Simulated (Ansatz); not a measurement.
This geometry of BH4O2Sb (8 atoms, charge 0, multiplicity 1) is a first-order saddle point.

Computed with RKS PBE-D4/def2-SVP (Ansatz).

```xyz
8
Properties=species:S:1:pos:R:3
O -0.096 1.492 -0.702
B 0.107 0.459 0.173
O 0.536 0.521 1.473
Sb -0.301 -1.526 -0.595
H 0.092 2.374 -0.332
H 0.714 1.424 1.793
H -0.842 -1.855 -2.149
H -0.120 -2.945 0.283
```

(1) Which two structures does it join? (They come from a converged band through this point; their orientation in space is the band's.)

(2) How far does it lie above each of them?

Answers

(1) No bond is made or broken. The height of Sb4 over the plane of its neighbours goes from 1.04 to -1.04 Å. The two ends are copies of one structure, up to a mirror image or an exchange of like atoms.

Image 0:

```xyz
8
Properties=species:S:1:pos:R:3
O -0.013 1.362 -0.767
B -0.020 0.364 0.170
O 0.607 0.412 1.385
Sb -1.302 -1.473 -0.270
H 0.503 2.152 -0.511
H 1.098 1.241 1.553
H -0.721 -1.567 -1.898
H -0.060 -2.547 0.282
```

Image 8:

```xyz
8
Properties=species:S:1:pos:R:3
O -0.015 1.368 -0.765
B 0.263 0.313 0.060
O 0.603 0.407 1.383
Sb 0.300 -1.765 -0.883
H 0.036 2.243 -0.331
H 0.629 1.321 1.728
H -1.193 -1.482 -1.714
H -0.532 -2.462 0.467
```

(2) 1.37 eV above the first and 1.37 eV above the second. This is the barrier of this one path; another mechanism may lie lower.

The run took 110 s on 1 thread of Arm Neoverse V1, on a shared host, peak memory 0.12 GiB.
